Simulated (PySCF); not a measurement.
NICS in rings of unrelated molecules.

Probes without a nucleus sit at each ring's centroid and 1 Å off its mean plane on both sides; NICS is minus the shielding there, NICSzz its component along the normal. Level: GIAO PBE0/pcSseg-1 (PySCF, non-relativistic, gas phase) on the GFN2-xTB geometries, one conformer each. Atom numbers follow the mapped SMILES.

Question: Order these rings by mean NICS(1)zz, lowest (most negative) first (ppm).
A. ring C3–C4–C5 in `[CH2:1]=[CH:2][C@@H:3]1[CH2:4][C@@H:5]1[Si@@H:6]([PH2:7])[NH:8][SiH3:9]`
B. ring C4–C5–C6–C7–Si9 in `[O:1]=[C:2]([OH:3])[C:4]1=[CH:5][CH:6]=[C:7]([Cl:8])[SiH2:9]1`
C. ring C2–O3–Si4–O5–Si6 in `[CH2:1]=[C:2]1[O:3][SiH2:4][O:5][Si@@:6]1([CH3:7])[Cl:8]`
D. ring S2–C3–C4–C5–C6 in `[CH3:1][S@+:2]1[CH2:3][CH2:4][CH2:5][C@@H:6]1[O:7][CH:8]=[O:9]` (charge +1)
E. ring C5–C6–C7–S8–C9 in `[NH2:1][P:2]([CH2:3][PH2:4])[c:5]1[cH:6][cH:7][s:8][cH:9]1`
F. ring C3–C4–C5–C6–S11 in `[CH3:1][O:2][c:3]1[cH:4][cH:5][c:6]([S:7](=[O:8])(=[O:9])[Cl:10])[s:11]1`
G. ring C2–Si3–O4–Si5–C6 in `[O:1]=[C:2]1[SiH2:3][O:4][SiH2:5][C@@H:6]1[CH2:7][Cl:8]`

Answer: E (-26.2), A (-22.0), F (-19.8), D (-4.3), C (-1.9), G (0.5), B (3.6).

```tsv
SMILES	ring	NICS(0)	NICS(1)	NICS(1)zz	HOMA	rms pucker (Å)	ring atoms with four or more neighbours
NP(CP)c1ccsc1	5-membered ring with S; formal bonds all aromatic	-11.8	-11.3	-26.2	0.77	0.00	0
C=C[C@@H]1C[C@@H]1[Si@@H](P)N[SiH3]	3-membered carbocycle; formal bonds all single	-43.0	-8.0	-22.0	–	0.00	3
COc1ccc(S(=O)(=O)Cl)s1	5-membered ring with S; formal bonds all aromatic	-12.6	-9.8	-19.8	0.81	0.00	0
C[S@+]1CCC[C@@H]1OC=O	5-membered ring with S; formal bonds all single	-7.9	-4.9	-4.3	–	0.20	4
C=C1O[SiH2]O[Si@@]1(C)Cl	5-membered ring with 2 O and 2 Si; formal bonds all single	-4.4	-2.1	-1.9	–	0.01	2
O=C1[SiH2]O[SiH2][C@@H]1CCl	5-membered ring with O and 2 Si; formal bonds all single	1.3	-0.7	0.5	–	0.15	3
O=C(O)C1=CC=C(Cl)[SiH2]1	5-membered ring with Si; formal bonds 2 double, 3 single	1.3	-1.4	3.6	–	0.00	1
```

NICS(0) gives another order. The isotropic NICS(1) gives another order. HOMA uses Krygowski's 1993 parameters; it is left out where a ring has a four-coordinate atom, a triple bond, no multiple bond or a kind of bond without parameters. NICS(1) and NICS(1)zz are means over the two faces.
